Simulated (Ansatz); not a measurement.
Reaction (ligand exchange at the Si–N bond): `O/C=N/[SiH3]` + `CC(N)S` → `CC(S)N[SiH3]` + `N=CO`

Computed with Ansatz on PBE0-D4/def2-TZVP structures; ΔE is electronic, products minus reactants. CCSD(T)/CBS is the MP2 limit (def2-TZVPP, def2-QZVPP) plus CCSD(T) − MP2 in def2-TZVPP, frozen cores. This one scheme is used for every species. Functionals use def2-TZVPP. B3LYP here is the variant with VWN-RPA as its local correlation; programs differ in this. Each species was taken in one conformer, which may not be the lowest.

```tsv
level	ΔE (kJ/mol)	difference from CCSD(T)/CBS
r2SCAN-D4	-6.9	0.9
ωB97X-V	-6.5	1.3
B2PLYP	-4.2	3.6
PBE	-4.4	3.4
B3LYP	-2.7	5.1
HF/def2-TZVPP	0.5	8.3
CCSD/def2-TZVPP	-7.1	0.7
HF/def2-QZVPP	0.4	8.2
MP2/def2-QZVPP	-7.1	0.7
SCS-MP2/def2-QZVPP	-6.3	1.5
CCSD(T)/CBS	-7.8	0
```

Largest T1 diagnostic among the species: 0.014.

The D4 term adds −5.7 kJ/mol with B3LYP and −3.4 kJ/mol with PBE0; it sums over pairs of atoms, weighted by their polarisabilities, and B3LYP, whose exchange is more repulsive, gets the larger term. In def2-TZVPP, CCSD(T) changes the Hartree–Fock value by −8.3 kJ/mol (the triples alone add −0.7 kJ/mol) and MP2 by −7.6 kJ/mol.
